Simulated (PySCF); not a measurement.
# S: interval between two levels

S [Ne] 3s2 3p4 [3P2, M_J = 2] → S [Ne] 3s1 3p5 [3P2, M_J = 2], as a difference of total energies. Calculation: PySCF 2.14, in x2c-TZVPall-2c; the two-component X2C-1e Hamiltonian. Correlated levels: [Ne] frozen; the 6 highest virtual spinors dropped. "Screened" scales the spin-orbit matrix elements by Boettger's factors to mimic the two-electron term; Breit and QED terms are absent.

| method | interval between two levels (cm⁻¹) |
| --- | --- |
| GHF (spin-free) | 93039 |
| GMP2 (spin-free) | 85318 |
| GHF (screened spin-orbit) | 93063 |
| GMP2 (screened spin-orbit) | 85327 |

Errors of the correlated levels include the incompleteness of this basis and the frozen core.

The labels give the starting determinants; with spin-orbit coupling the two ends relaxed to ⟨J²⟩ = 6.02, ⟨L²⟩ = 2.01, ⟨S²⟩ = 2.00 and ⟨J²⟩ = 6.04, ⟨L²⟩ = 2.00, ⟨S²⟩ = 2.03.

For comparison: 72023 cm⁻¹ (measured; NIST Handbook of Basic Atomic Spectroscopic Data (Sansonetti and Martin, J. Phys. Chem. Ref. Data 34, 1559 (2005))).
